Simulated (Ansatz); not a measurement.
Geometry optimisation, UHF/def2-SVP in Ansatz 0.2.0.

The input (input.yaml):

```yaml
crystal:
  periodic: [false, false, false]
  atoms:
    - { symbol: Ge, position_ang: [0.00205, 0.0, -0.121341] }
    - { symbol: F, position_ang: [0.004962, 0.0, 1.569818] }
    - { symbol: Cl, position_ang: [2.014039, 0.0, -0.766464] }
    - { symbol: Cl, position_ang: [-1.006284, 1.743731, -0.759178] }
    - { symbol: Cl, position_ang: [-1.006284, -1.743731, -0.759178] }
    - { symbol: F, position_ang: [-0.006184, 0.0, 3.918443] }
magnetization:
  spin_polarized: true
  initial_magnetization: 1
basis:
  gaussian: { orbitals: def2-SVP }
hamiltonian:
  xc: hf
relax:
  f_tol: 0.03
  max_steps: 50
output:
  orbitals: {}
```

Command:

```bash
$ ansatz run input.yaml --threads 4 --pin off --max-ram 5120MiB --backend cpu --events-out ev --progress --plain --runs-dir out
```

Where does it end, and by what steps?

The forces met the threshold. After 4 steps the energy has fallen by 0.039 eV; F6 moved furthest, 0.33 Å.

| step | energy less start (eV) | largest force component (eV/Å) | accepted |
| --- | --- | --- | --- |
| 0 | 0.0000 | 0.343 | yes |
| 1 | -0.0215 | 0.148 | yes |
| 2 | -0.0348 | 0.073 | yes |
| 3 | -0.0382 | 0.043 | yes |
| 4 | -0.0391 | 0.004 | yes |

```xyz
6
Properties=species:S:1:pos:R:3
Ge 0.002 0.000 -0.189
F 0.007 0.000 1.511
Cl 2.014 0.000 -0.834
Cl -1.006 1.744 -0.826
Cl -1.006 -1.744 -0.826
F -0.008 0.000 4.246
```

Whether the end is a true minimum wasn't checked by a vibrational analysis.

The run took 74 s on 4 threads of Intel(R) Xeon(R) Platinum 8259CL CPU @ 2.50GHz (Skylake/Cascade Lake), with other jobs on the host, peak memory 0.5 GiB.
